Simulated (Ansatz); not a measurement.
Relaxation of a periodic cell of 17 atoms, Li16C (host Li, host structure bcc, interstitial C), to a largest force component of 0.03 eV/Å in at most 60 steps.

Computed with DFT LDA, scalar-relativistic, plane waves, PAW in Ansatz 0.2.0. Settings: cutoff 420 eV, k mesh 4x4x4, gaussian smearing 0.1 eV, no spin polarisation.

```xyz
17
Lattice="6.9800 0.0000 0.0000 0.0000 6.9800 0.0000 0.0000 0.0000 6.9800" Properties=species:S:1:pos:R:3
Li 0.000 0.000 0.000
Li 3.490 0.000 0.000
Li 0.000 3.490 0.000
Li 0.000 0.000 3.490
Li 1.745 1.745 1.745
Li 3.490 3.490 0.000
Li 3.490 0.000 3.490
Li 5.235 1.745 1.745
Li 0.000 3.490 3.490
Li 1.745 5.235 1.745
Li 1.745 1.745 5.235
Li 3.490 3.490 3.490
Li 5.235 5.235 1.745
Li 5.235 1.745 5.235
Li 1.745 5.235 5.235
Li 5.235 5.235 5.235
C 5.230 2.618 0.039
```

**Question.** Where does it end, and by what steps?

**Answer.** The run converged. The force dipped under the threshold on the way, but the program's further checks kept it going. Limits of this set-up: coarse k mesh. After 6 steps the energy has fallen by 1.167 eV; Li16 moved furthest, 0.83 Å. Joined: Li1–Li2, Li1–Li3, Li1–C17, Li2–Li6, Li2–C17, Li8–Li13.

```json
{"step": "0", "energy less start (eV)": "0.0000", "largest force component (eV/Å)": "0.394", "accepted": "yes"}
{"step": "1", "energy less start (eV)": "-0.2997", "largest force component (eV/Å)": "0.295", "accepted": "yes"}
{"step": "2", "energy less start (eV)": "-0.5814", "largest force component (eV/Å)": "0.248", "accepted": "yes"}
{"step": "3", "energy less start (eV)": "-0.8913", "largest force component (eV/Å)": "0.194", "accepted": "yes"}
{"step": "4", "energy less start (eV)": "-1.1362", "largest force component (eV/Å)": "0.084", "accepted": "yes"}
{"step": "5", "energy less start (eV)": "-1.1674", "largest force component (eV/Å)": "0.014", "accepted": "yes"}
{"step": "6", "energy less start (eV)": "-1.1674", "largest force component (eV/Å)": "0.014", "accepted": "yes"}
```

```xyz
17
Lattice="6.9800 0.0000 0.0000 0.0000 6.9800 0.0000 0.0000 0.0000 6.9800" Properties=species:S:1:pos:R:3
Li -0.426 0.716 0.003
Li 3.916 0.716 0.003
Li 0.187 3.245 0.002
Li -0.258 -0.278 3.492
Li 1.745 1.586 1.954
Li 3.303 3.245 0.002
Li 3.747 -0.278 3.492
Li 5.235 1.990 1.935
Li 0.207 3.650 3.492
Li 1.745 5.513 1.489
Li 1.745 1.586 5.030
Li 3.282 3.650 3.492
Li 5.235 4.519 1.321
Li 5.235 1.990 5.050
Li 1.745 5.513 5.496
Li 5.235 4.519 5.663
C 5.235 2.616 0.003
```

Whether the end is a true minimum wasn't checked by a vibrational analysis.

The run took 98 s on 2 threads of Arm Neoverse V2, with other jobs on the host, peak memory 0.74 GiB.
